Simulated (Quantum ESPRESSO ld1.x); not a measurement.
Q: The mean radii <r> (bohr) of the occupied orbitals of an atom or ion are listed with their occupations. Calculated with ld1.x of Quantum ESPRESSO 7.5: scalar-relativistic Kohn-Sham, LDA (Slater exchange, Perdew-Zunger correlation), spin-polarised, spherical densities, point nucleus.

orbital  occ.      <r>
1s up       1  0.01865
1s down     1  0.01865
2s up       1  0.07735
2s down     1  0.07740
2p up       3  0.06873
2p down     2  0.06878

Name the element and its charge. Open shells, if any, are filled with parallel spins first.

A: Z = 73, tantalum, charge +64: Ta64+ in [He] 2s2 2p5. The 1s radius gives Z: for a bare nucleus <r> = (2 gamma + 1)/(2Z) with gamma = sqrt(1 - (Z/c)^2), 0.01844 bohr for Z = 73, and screening makes it slightly larger (0.01865 here). The occupations add up to 9, and the charge is Z minus that.
